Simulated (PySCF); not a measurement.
Input file for PySCF: R-B3LYP/6-311+G** on C2H2F2O (a complex), monomers drawn apart or pushed together.

```python
from pyscf import gto, scf, dft, mp
from pyscf.data.elements import chemcore

mol = gto.M(
    atom='''
    C    -0.17680255   -0.23297362    0.83872773
    O     0.38232172    0.22978168   -0.01998631
    F     1.34988587   -0.18264644    3.38356916
    C     0.12116984    0.21732873    3.81718732
    F    -0.14248054    1.44413328    3.28501598
    H     0.14738644    0.30724663    4.90424567
    H    -0.62464444   -0.48895949    3.45239961
    ''',
    basis='6-311+g**',
    charge=0, spin=0, verbose=3, max_memory=1800)
mf = dft.RKS(mol, xc='b3lyp')
mf.conv_tol = 1e-8
mf.max_cycle = 100
mf.kernel()
if not mf.converged:
    mf = mf.newton().run(mf.mo_coeff, mf.mo_occ)
```

Output:

```
converged SCF energy = -352.414350928936
```

Self-consistency was reached.

Cost: around 8 core-seconds (rough).
